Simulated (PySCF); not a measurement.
Compound: [Y(H2O)6]3+ (charge +3 and singlet state).
Cartesian coordinates in Å at the PBE0-D3(BJ)/def2-SVP level; atoms count from 1:
```
atom  x, y, z in Å
Y1     0.002    0.000    0.002
O2     0.121    0.134    2.312
H3     0.076    0.934    2.869
H4     0.220   -0.597    2.952
O5    -0.134   -0.130   -2.307
H6    -0.191    0.605   -2.948
H7    -0.156   -0.933   -2.862
O8     2.312    0.090   -0.143
H9     2.957    0.180    0.585
H10    2.864    0.064   -0.948
O11   -2.308   -0.099    0.146
H12   -2.860   -0.101    0.952
H13   -2.954   -0.165   -0.585
O14   -0.125    2.311   -0.104
H15   -0.928    2.868   -0.096
H16    0.609    2.953   -0.169
O17    0.122   -2.308    0.123
H18   -0.612   -2.946    0.214
H19    0.922   -2.867    0.093
```

Method used: PBE0-D3(BJ)/def2-SVP geometry optimisation, gas phase, def2 core potentials past Kr (PySCF 2.14.0).

Task: Which atoms are bound to Y1, and at what distances?

Result: 6 atoms: O17 2.314 Å, O8 2.316 Å, O2 2.316 Å, O5 2.317 Å, O11 2.317 Å, O14 2.317 Å. The nearest atom not counted as bound is H19, at 3.01 Å (others tie with it).

Task: List the angles at Y1.

Result: 
```
     angle  degrees  distance of the outer atoms (Å)
 O8–Y1–O11    179.8                             4.63
O14–Y1–O17    179.6                             4.63
  O2–Y1–O5    179.6                             4.63
 O8–Y1–O14     90.8                             3.30
  O2–Y1–O8     90.5                             3.29
 O5–Y1–O14     90.4                             3.29
O11–Y1–O17     90.3                             3.28
 O2–Y1–O17     90.2                             3.28
 O5–Y1–O11     90.0                             3.28
 O5–Y1–O17     89.9                             3.27
  O5–Y1–O8     89.9                             3.27
 O2–Y1–O11     89.6                             3.26
 O2–Y1–O14     89.5                             3.26
O11–Y1–O14     89.5                             3.26
 O8–Y1–O17     89.4                             3.26
```

Task: What is the shape at Y1?

Result: Octahedral: the three widest angles are 179.8°, 179.6° and 179.6°, the others run from 89.4° to 90.8°.

Task: What are the other bond lengths?

Result: O2–H3 and 11 like bonds 0.977 Å.

Charge +3, singlet. The ion is multiply charged and computed without counter-ions or solvent. Not checked by PBE0-D3(BJ)/def2-SVP frequencies.
